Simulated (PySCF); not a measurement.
**`C/C=P/c1cccnc1`: 4 charge schemes on one density**

Species: C7H8NP.
Z-matrix (Å and degrees, GFN2-xTB geometry), rows numbered from 1:
```
C 
C   1  1.4885
P   2  1.6752  1  123.07
C   3  1.8374  2   98.63  1   178.90
C   4  1.3909  3  121.01  2   -96.95
C   5  1.3844  4  119.05  3   179.32
C   6  1.3867  5  118.27  4     0.84
N   7  1.3223  6  123.19  5    -0.03
C   8  1.3183  7  118.37  6    -0.27
H   1  1.0911  2  110.42  3   123.86
H   1  1.0916  2  110.18  3  -117.90
H   1  1.0876  2  111.27  3     2.73
H   2  1.0838  1  115.81  3   179.00
H   5  1.0818  4  120.12  3    -0.06
H   6  1.0793  5  120.91  4  -179.24
H   7  1.0821  6  121.25  5   179.95
H   9  1.0833  4  120.57  3     0.18
```

Density: PBE0/pcSseg-1 (PySCF); schemes: Mulliken, IAO, Hirshfeld and ESP-fitted. Isolated species at its GFN2-xTB geometry (one conformer only). GFN2-xTB frequencies show an imaginary mode (45i cm⁻¹), so this geometry is no minimum at that level.

Task: At which atom do the 4 schemes differ most?

Result: At P3: from -0.180 (ESP-fitted) to +0.395 e (Mulliken), 0.575 e apart.

Task: Do the Mulliken, IAO, Hirshfeld and ESP-fitted schemes agree on where the charge is lowest?

Result: The schemes don't all agree: Mulliken C4 (-0.537); IAO C1 (-0.420); Hirshfeld N8 (-0.162); ESP-fitted N8 (-0.706).

Task: Do the Mulliken, IAO, Hirshfeld and ESP-fitted schemes agree on where the charge is highest?

Result: The schemes don't all agree: Mulliken P3 (+0.395); IAO P3 (+0.336); Hirshfeld P3 (+0.088); ESP-fitted C7 (+0.517).

Task: What partial charge does each atom carry?

Result: In e:

| atom | environment | Mulliken | IAO | Hirshfeld | ESP-fitted |
| --- | --- | --- | --- | --- | --- |
| C1 | methyl carbon | -0.218 | -0.420 | -0.118 | -0.230 |
| C2 | carbon bonded to C, P and H | -0.445 | -0.349 | -0.078 | -0.036 |
| P3 | phosphorus bonded to 2 C | +0.395 | +0.336 | +0.088 | -0.180 |
| C4 | substituted aromatic carbon | -0.537 | -0.217 | -0.060 | -0.123 |
| C5 | aromatic CH carbon | +0.068 | -0.123 | -0.037 | +0.138 |
| C6 | aromatic CH carbon | -0.174 | -0.181 | -0.052 | -0.606 |
| C7 | aromatic CH next to a ring nitrogen | +0.154 | -0.012 | +0.016 | +0.517 |
| N8 | pyridine-type nitrogen | -0.413 | -0.274 | -0.162 | -0.706 |
| C9 | aromatic CH next to a ring nitrogen | +0.239 | -0.012 | +0.011 | +0.444 |
| H10 | methyl hydrogen | +0.136 | +0.160 | +0.052 | +0.092 |
| H11 | methyl hydrogen | +0.136 | +0.160 | +0.052 | +0.093 |
| H12 | methyl hydrogen | +0.121 | +0.149 | +0.044 | +0.106 |
| H13 | hydrogen on C2 | +0.154 | +0.156 | +0.042 | +0.088 |
| H14 | aromatic hydrogen | +0.086 | +0.156 | +0.051 | +0.120 |
| H15 | aromatic hydrogen | +0.099 | +0.160 | +0.056 | +0.224 |
| H16 | aromatic hydrogen | +0.105 | +0.157 | +0.051 | +0.027 |
| H17 | aromatic hydrogen | +0.094 | +0.154 | +0.044 | +0.034 |

Mean size of the charges over all atoms: ESP-fitted 0.221 e, Mulliken 0.210 e, IAO 0.187 e, Hirshfeld 0.060 e. Each set sums to the total charge, 0, to within 0.001 e. The ESP scheme is a least-squares fit of atom-centred charges to the potential on four shells outside the van der Waals surface, with the total charge fixed. The Mulliken scheme counts on each atom the diagonal of the density matrix times the overlap matrix over that atom's basis functions.

Task: How many electrons does the Mulliken scheme count on P3?

Result: Z − q = 15 − (+0.395) = 14.605.

Task: Sum the charges by element, for elements with more than one atom.

Result: 
| element | atoms | Mulliken | IAO | Hirshfeld | ESP-fitted |
| --- | --- | --- | --- | --- | --- |
| C | 7 | -0.914 | -1.314 | -0.318 | +0.103 |
| H | 8 | +0.932 | +1.252 | +0.392 | +0.783 |
